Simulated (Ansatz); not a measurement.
Start from `[F][In]([Br])[Br]` and change one atom or group to get `[Br][In]([Br])[Br]`.

Ansatz, PBE0-D4/def2-TZVP geometries, multiplicity 1. 

Elements past krypton have def2 core potentials. Scalar relativity is left out up to krypton. Spin–orbit coupling is left out; it splits and shifts lone-pair levels of the heavy atoms by tenths of an eV.

```json
{"property": "LUMO energy (ωB97M-V/def2-TZVPP) / eV", "`[F][In]([Br])[Br]`": "-1.11"}
{"property": "ideal-gas entropy at 298 K and 1 bar (rigid rotor, harmonic PBE0-D4/def2-TZVP) / J/(mol·K)", "`[F][In]([Br])[Br]`": "362"}
{"property": "LUMO energy (PBE/def2-TZVPP) / eV", "`[F][In]([Br])[Br]`": "-3.89"}
{"property": "HOMO–LUMO gap (B3LYP/def2-TZVPP) / eV", "`[F][In]([Br])[Br]`": "5.35"}
{"property": "zero-point energy (PBE0-D4/def2-TZVP) / kJ/mol", "`[F][In]([Br])[Br]`": "8.5"}
{"property": "LUMO energy (B3LYP/def2-TZVPP) / eV", "`[F][In]([Br])[Br]`": "-3.36"}
```

Task: What does the change do to each property? (An estimate is asked.)

Result: Computed: 
```csv
property,`[Br][In]([Br])[Br]`,shift
LUMO energy (ωB97M-V/def2-TZVPP) / eV,-1.09,0.02
"ideal-gas entropy at 298 K and 1 bar (rigid rotor, harmonic PBE0-D4/def2-TZVP) / J/(mol·K)",375,13
LUMO energy (PBE/def2-TZVPP) / eV,-3.78,0.11
HOMO–LUMO gap (B3LYP/def2-TZVPP) / eV,5.20,-0.15
zero-point energy (PBE0-D4/def2-TZVP) / kJ/mol,5.9,-2.6
LUMO energy (B3LYP/def2-TZVPP) / eV,-3.26,0.10
```

With PBE0 the HOMO rises by 0.24 eV and the LUMO rises by 0.07 eV, so the gap narrows by about 0.17 eV. PBE moves the HOMO by 0.23 eV and ωB97M-V by 0.23 eV.

B3LYP here is the variant with VWN-RPA as its local correlation; programs differ in this.
